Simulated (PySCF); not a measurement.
**Bond length, frequency and bond energy of GaB by level of theory**

State: ³Π (triplet), unpaired electrons σ ↑, π ↑. Set-up: PySCF, no relativity, basis sets Ga def2-SVP, B def2-SVP. De refers to Ga + B in their high-spin ground configurations, without counterpoise correction. The functionals are run spin-unrestricted. A positive dipole means Ga(−)B(+).

```csv
Level,Re (Å),ωe (cm⁻¹),De (eV),μ (D)
UHF,2.236,457,1.22,-1.00
UHF-MP2,2.210,473,1.64,n/a
UHF-SCS-MP2,2.217,469,1.48,n/a
UHF-CCSD,2.223,456,1.55,n/a
UHF-CCSD(T),2.223,453,1.64,n/a
PBE,2.253,413,2.18,-1.27
PW91,2.250,414,2.19,-1.26
r²SCAN,2.225,439,2.16,-1.04
PBE0,2.230,440,2.02,-1.28
BHandHLYP,2.225,447,1.68,-1.35
M06-2X,2.240,437,1.79,-1.48
CAM-B3LYP,2.218,447,1.79,-1.34
```

The bond length runs from 2.210 Å (UHF-MP2) to 2.253 Å (PBE). De spans 1.22 eV (UHF, mean field) to 2.19 eV (PW91, GGA). Correlation at CCSD(T) changes the Hartree–Fock bond energy by +0.42 eV; the triples alone change it by +0.09 eV.

Correlated steps freeze 10 core orbitals. Correlated levels converge slowly with the basis: in double zeta they bind strong bonds too weakly, by up to about 1 eV, and carry superposition errors of some tenths. Spin–orbit coupling is left out. The state was picked by a PBE0 search and need not be the measured ground state.
